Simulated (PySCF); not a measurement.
From computed data to an observable: refractive index and permittivity of the vapour

ClH₄NOSi, SMILES O[SiH](N)Cl.

The structure is a stationary point at PBE0-D3(BJ)/def2-SVP. One conformer was computed; it need not be the lowest.

B3LYP/def2-TZVP in PySCF gives a mean static polarisability of 46.4 bohr³ and a dipole moment of 0.97 D. Take an ideal gas at 298.15 K and 0.01 bar, whether or not the substance is that volatile.

### Question
Work out n − 1 in the optical limit and the static ε − 1.

### Answer

Polarisability volume α' = 46.4 × 0.148185 = 6.88 Å³. Number density N = p/kT = 2.43e-7 Å⁻³.
Dilute limit of Lorentz–Lorenz: n − 1 = 2π N α' = 1.0e-5.
Orientation term of Debye: μ²/(3kT) = 8.098 Å³ × μ²(D²) = 7.62 Å³.
ε − 1 = 4π N (α' + μ²/3kT) = 4.4e-5. Orientation of the dipole supplies 53 % of the static response; it can't follow optical fields. Vibrational polarisation and dispersion are left out.
